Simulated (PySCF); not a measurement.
Coordinates in bohr (charge 1 multiplicity 6):
```
Pt    0.0000    0.0000    0.0000
Se    0.0000    0.0000    4.5528
Se    0.0000    0.0000   -4.5528
```

Level of theory: UPBE0/[Pt def2-SVP with ECP60, Se def2-SVP], scalar-relativistic core potentials, density fitting, no spin–orbit coupling, PySCF.

This geometry of PtSe₂⁺ is a stationary point at this level.

(1) What is the point group?

(2) Is it a minimum?

(3) List the harmonic modes with their infrared intensities.

(4) Give the atomic charges and bond orders.

(5) Give the ideal-gas entropy at 298.15 K and 1 bar by parts.

Answers

(1) D∞h.

(2) Yes: all harmonic wavenumbers are real, though the softest, 53 cm⁻¹, leaves little margin.

(3) 
| symmetry | ω (cm⁻¹) | IR (km/mol, summed over degenerate members) | type |
| --- | --- | --- | --- |
| πu | 53 | 1.0 | bend |
| σu+ | 158 | 14.0 | stretch |
| σg+ | 217 | 0.0 | stretch |

(4) 
| atom | Mulliken | Löwdin | polar tensor | spin (Mulliken) | Mayer order to Pt1 |
| --- | --- | --- | --- | --- | --- |
| Pt1 | 0.26 | -0.22 | 0.04 | 1.21 | – |
| Se2,3 | 0.37 | 0.61 | 0.48 | 1.90 | 0.92 |

(5) translation 182.1, rotation 80.2, vibration 58.3, spin 14.9; total 335.5 J/(mol K).

This need not be the most stable arrangement of these atoms. Other spin states or occupations of the open shell can lie lower. At this level a quartet minimum of C2v symmetry lies 79 kJ/mol below this structure. Spin–orbit coupling, left out here, can matter for elements this heavy.
